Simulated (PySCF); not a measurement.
Spectrum to structure. The calculation used TDDFT PBE0/def2-SVPD, vertical, gas phase, core orbitals frozen in the response in PySCF 2.14.0, density-fitted response routines. Geometries: GFN2-xTB, one conformer each.

```csv
state,ν̃ (cm⁻¹),f,"main configurations (H = HOMO, L = LUMO)"
S1,23900,0.0032,"H→L (91%), H→L+1 (9%)"
S2,25690,0.0009,"H→L+1 (91%), H→L (9%)"
S3,43810,0.0005,H-2→L (91%)
S4,44390,0.075,"H-1→L (70%), H-1→L+1 (18%)"
S5,46150,0.0001,H-2→L+1 (92%)
S6,47520,0.0008,H-3→L (81%)
S7,48540,0.0002,"H-3→L+1 (71%), H-4→L (13%)"
S8,48620,0.277,"H-1→L+1 (68%), H-1→L (21%)"
```

**Question.** Which candidate is it?
A. `N#Cc1ccpcc1`
B. `N#Cc1nccnn1`
C. `COCc1cnsn1`
D. `[SiH3][Si@@H](C#C)O[SiH2]N`

**Answer.** B. Its S1, at 2.96 eV, is the lowest among the candidates; the nearest of the others has S1 at 4.63 eV. S1 is HOMO→LUMO (91%), HOMO→LUMO+1 (9%). Löwdin shares by element: HOMO nitrogen 78% or more, carbon 8% or more; LUMO nitrogen 45% or more, carbon 27% or more (atoms not listed hold the other 28%). At the same level the other candidates give, for their lowest levels:
- `N#Cc1ccpcc1`: 4.63 eV (f 0.014); 4.72 eV (f 0.000); 4.82 eV (f 0.322); 5.44 eV (f 0.000); 5.76 eV (f 0.000); T1 2.93 eV; HOMO -7.70, LUMO -2.57 eV
- `C#C[Si@H]([SiH3])O[SiH2]N`: 5.70 eV (f 0.010); 5.83 eV (f 0.002); 6.19 eV (f 0.004); 6.39 eV (f 0.010); 6.47 eV (f 0.012); T1 4.90 eV; HOMO -7.49, LUMO -0.77 eV
- `COCc1cnsn1`: 5.05 eV (f 0.000); 5.37 eV (f 0.070); 5.72 eV (f 0.130); 6.06 eV (f 0.003); 6.28 eV (f 0.000); T1 3.89 eV; HOMO -7.67, LUMO -1.52 eV
Triplets come from the Tamm–Dancoff approximation.
